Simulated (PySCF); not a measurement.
H₃GeNO, SMILES [NH2][Ge][OH] (PBE0/def2-SVP optimised geometry):

```
6

Ge    -0.500    -1.270     0.000
O      1.293    -1.270     0.000
H      1.726    -0.409    -0.002
N     -0.787     0.535     0.000
H     -0.085     1.270     0.000
H     -1.726     0.920     0.000
```

Calculation: PySCF with PBE0/def2-TZVP.

Problem. What are the frontier orbital energies and the dipole moment?

Solution. HOMO-2 -9.30 eV, HOMO-1 -7.75 eV, HOMO -7.35 eV, LUMO -1.04 eV, LUMO+1 0.70 eV; dipole moment 2.67 D.

On the same geometry PySCF with PBE/def2-TZVP gives HOMO-2 -7.65 eV, HOMO-1 -6.32 eV, HOMO -6.23 eV, LUMO -1.80 eV, LUMO+1 -0.11 eV; dipole moment 2.65 D.

Meta-Löwdin charges at PBE0/def2-TZVP: Ge1 0.61, O2 -0.72, H3 0.32, N4 -0.67, H5 0.22, H6 0.24.
